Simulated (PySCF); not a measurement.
A series of related molecules.

All values: PBE0/pcSseg-1 (PySCF) at GFN2-xTB geometries, gas phase, one conformer each.

Question: Rank by the highest Hirshfeld charge on any atom, lowest value first.
A. `O[Si@H](O[SiH3])n1cccc1`
B. `COC[Si@@H](O)n1cccc1`
C. `O[Si@@](n1cccc1)(OC)N`
D. `CO[Si@H]([SiH2]O)n1cccc1`
E. `O=CO[Si@@H](O)n1cccc1`
F. `CO[Si@H](O)n1cccc1C`

Answer: D (+0.382 e), B (+0.465 e), F (+0.500 e), A (+0.510 e), E (+0.520 e), C (+0.540 e).

Question: Rank by the highest IAO charge on any atom, highest value first.
A. `CO[SiH2][Si@H](O)N1C=CC=C1`
B. `COC[Si@@H](O)n1cccc1`
C. `CO[Si@H]([SiH2]O)n1cccc1`
D. `CO[Si@@](N)(O)n1cccc1`
E. `O=CO[Si@@H](O)N1C=CC=C1`
F. `CO[Si@H](O)N1C=CC=N1`

Answer: D (+1.585 e), F (+1.450 e), E (+1.428 e), B (+1.261 e), A (+1.007 e), C (+0.983 e).

Question: Rank by dipole moment, lowest first.
A. `[CH3:1][O:2][Si@H:3]([OH:4])[n:5]1[cH:6][cH:7][cH:8][n:9]1` with C1–O2–Si3–O4 -60°, O2–Si3–O4–H -140°, O2–Si3–N5–C6 -42°
B. `[CH3:1][O:2][CH2:3][Si@@H:4]([OH:5])[n:6]1[cH:7][cH:8][cH:9][cH:10]1` with C1–O2–C3–Si4 -178°, O2–C3–Si4–O5 -49°, C3–Si4–O5–H 42°, C3–Si4–N6–C7 6°
C. `[CH3:1][O:2][Si@H:3]([OH:4])[n:5]1[cH:6][cH:7][c:8]([OH:9])[cH:10]1` with C1–O2–Si3–O4 -162°, O2–Si3–O4–H -36°, O2–Si3–N5–C6 -27°, C7–C8–O9–H 180°
D. `[CH3:1][O:2][Si@@H:3]([OH:4])[n:5]1[cH:6][cH:7][c:8]([CH3:9])[cH:10]1` with C1–O2–Si3–O4 54°, O2–Si3–O4–H 163°, O2–Si3–N5–C6 20°
E. `[CH3:1][O:2][Si@H:3]([OH:4])[n:5]1[cH:6][cH:7][cH:8][cH:9]1` with C1–O2–Si3–O4 -54°, O2–Si3–O4–H -163°, O2–Si3–N5–C6 -12°
F. `[O:1]=[CH:2][O:3][Si@@H:4]([OH:5])[n:6]1[cH:7][cH:8][cH:9][cH:10]1` with O1–C2–O3–Si4 1°, C2–O3–Si4–O5 42°, O3–Si4–O5–H -46°, O3–Si4–N6–C7 21°

Answer: F (1.26 D), A (1.70 D), D (1.96 D), E (2.29 D), C (2.48 D), B (3.08 D).

All values together:

```tsv
SMILES	change	formula	μ (D)	HOMO (eV)	LUMO (eV)	lowest IAO charge (e)	highest IAO charge (e)	lowest Hirshfeld charge (e)	highest Hirshfeld charge (e)
CO[Si@H](O)n1cccc1	parent	C5H9NO2Si	2.29	-6.11	0.74	-0.795 (O)	+1.438 (Si)	-0.306 (O)	+0.503 (Si)
CO[Si@@H](O)n1ccc(C)c1	H on C replaced by CH3	C6H11NO2Si	1.96	-5.97	0.77	-0.795 (O)	+1.440 (Si)	-0.305 (O)	+0.499 (Si)
CO[Si@H]([SiH2]O)n1cccc1	SiH2 inserted into a Si-O bond	C5H11NO2Si2	3.40	-6.08	-0.65	-0.805 (O)	+0.983 (Si)	-0.313 (O)	+0.382 (Si)
CO[Si@H](O)n1cccn1	ring CH replaced by N	C4H8N2O2Si	1.70	-7.25	0.27	-0.802 (O)	+1.450 (Si)	-0.310 (O)	+0.500 (Si)
CO[Si@H](O)n1cccc1C	H on C replaced by CH3	C6H11NO2Si	2.36	-5.80	0.72	-0.792 (O)	+1.430 (Si)	-0.300 (O)	+0.500 (Si)
O[Si@H](O[SiH3])n1cccc1	C replaced by Si	C4H9NO2Si2	2.57	-6.14	0.15	-0.890 (O)	+1.436 (Si)	-0.303 (O)	+0.510 (Si)
COC[Si@@H](O)n1cccc1	CH2 inserted into a O-Si bond	C6H11NO2Si	3.08	-6.08	0.51	-0.784 (O)	+1.261 (Si)	-0.302 (O)	+0.465 (Si)
O=CO[Si@@H](O)n1cccc1	CH2 replaced by C=O	C5H7NO3Si	1.26	-6.36	-0.56	-0.786 (O)	+1.428 (Si)	-0.298 (O)	+0.520 (Si)
O[SiH](O)n1cccc1	terminal C group replaced by H	C4H7NO2Si	1.58	-6.25	0.64	-0.792 (O)	+1.442 (Si)	-0.304 (O)	+0.509 (Si)
CO[Si@H](O)n1ccc(O)c1	H on C replaced by OH	C5H9NO3Si	2.48	-5.79	0.81	-0.792 (O)	+1.432 (Si)	-0.304 (O)	+0.503 (Si)
CO[Si@@](N)(O)n1cccc1	H on Si replaced by NH2	C5H10N2O2Si	1.44	-6.10	0.77	-0.858 (N)	+1.585 (Si)	-0.326 (N)	+0.540 (Si)
CO[SiH2][Si@H](O)n1cccc1	SiH2 inserted into a O-Si bond	C5H11NO2Si2	3.90	-6.02	-0.62	-0.785 (O)	+1.007 (Si)	-0.290 (O)	+0.386 (Si)
```

Conformers: `[CH3:1][O:2][Si@H:3]([OH:4])[n:5]1[cH:6][cH:7][cH:8][cH:9]1` with C1–O2–Si3–O4 -54°, O2–Si3–O4–H -163°, O2–Si3–N5–C6 -12°; `[CH3:1][O:2][Si@@H:3]([OH:4])[n:5]1[cH:6][cH:7][c:8]([CH3:9])[cH:10]1` with C1–O2–Si3–O4 54°, O2–Si3–O4–H 163°, O2–Si3–N5–C6 20°; `[CH3:1][O:2][Si@H:3]([SiH2:4][OH:5])[n:6]1[cH:7][cH:8][cH:9][cH:10]1` with C1–O2–Si3–Si4 -52°, O2–Si3–Si4–O5 74°, Si3–Si4–O5–H 175°, O2–Si3–N6–C7 64°; `[CH3:1][O:2][Si@H:3]([OH:4])[n:5]1[cH:6][cH:7][cH:8][n:9]1` with C1–O2–Si3–O4 -60°, O2–Si3–O4–H -140°, O2–Si3–N5–C6 -42°; `[CH3:1][O:2][Si@H:3]([OH:4])[n:5]1[cH:6][cH:7][cH:8][c:9]1[CH3:10]` with C1–O2–Si3–O4 -55°, O2–Si3–O4–H -171°, O2–Si3–N5–C6 123°; `[OH:1][Si@H:2]([O:3][SiH3:4])[n:5]1[cH:6][cH:7][cH:8][cH:9]1` with H–O1–Si2–O3 -48°, O1–Si2–O3–Si4 -110°, O1–Si2–N5–C6 -28°; `[CH3:1][O:2][CH2:3][Si@@H:4]([OH:5])[n:6]1[cH:7][cH:8][cH:9][cH:10]1` with C1–O2–C3–Si4 -178°, O2–C3–Si4–O5 -49°, C3–Si4–O5–H 42°, C3–Si4–N6–C7 6°; `[O:1]=[CH:2][O:3][Si@@H:4]([OH:5])[n:6]1[cH:7][cH:8][cH:9][cH:10]1` with O1–C2–O3–Si4 1°, C2–O3–Si4–O5 42°, O3–Si4–O5–H -46°, O3–Si4–N6–C7 21°; `[OH:1][SiH:2]([OH:3])[n:4]1[cH:5][cH:6][cH:7][cH:8]1` with H–O1–Si2–O3 38°, O1–Si2–O3–H -173°, O1–Si2–N4–C5 -33°; `[CH3:1][O:2][Si@H:3]([OH:4])[n:5]1[cH:6][cH:7][c:8]([OH:9])[cH:10]1` with C1–O2–Si3–O4 -162°, O2–Si3–O4–H -36°, O2–Si3–N5–C6 -27°, C7–C8–O9–H 180°; `[CH3:1][O:2][Si@@:3]([NH2:4])([OH:5])[n:6]1[cH:7][cH:8][cH:9][cH:10]1` with C1–O2–Si3–N4 -176°, O2–Si3–N4–H -76° and 57°, O2–Si3–O5–H -173°, O2–Si3–N6–C7 -127°; `[CH3:1][O:2][SiH2:3][Si@H:4]([OH:5])[n:6]1[cH:7][cH:8][cH:9][cH:10]1` with C1–O2–Si3–Si4 -177°, O2–Si3–Si4–O5 -72°, Si3–Si4–O5–H 54°, Si3–Si4–N6–C7 -47°.

Q: Give the shifts from the parent, `CO[Si@H](O)n1cccc1`.

A: 
```
                  SMILES  change in μ (D)  change in HOMO (eV)  change in LUMO (eV)
  CO[Si@@H](O)n1ccc(C)c1            -0.33                +0.14                +0.03
CO[Si@H]([SiH2]O)n1cccc1            +1.11                +0.03                -1.39
      CO[Si@H](O)n1cccn1            -0.59                -1.14                -0.47
     CO[Si@H](O)n1cccc1C            +0.07                +0.31                -0.02
 O[Si@H](O[SiH3])n1cccc1            +0.28                -0.03                -0.59
    COC[Si@@H](O)n1cccc1            +0.79                +0.03                -0.23
   O=CO[Si@@H](O)n1cccc1            -1.03                -0.25                -1.30
        O[SiH](O)n1cccc1            -0.71                -0.14                -0.10
   CO[Si@H](O)n1ccc(O)c1            +0.19                +0.32                +0.07
   CO[Si@@](N)(O)n1cccc1            -0.85                +0.01                +0.03
CO[SiH2][Si@H](O)n1cccc1            +1.61                +0.09                -1.36
```
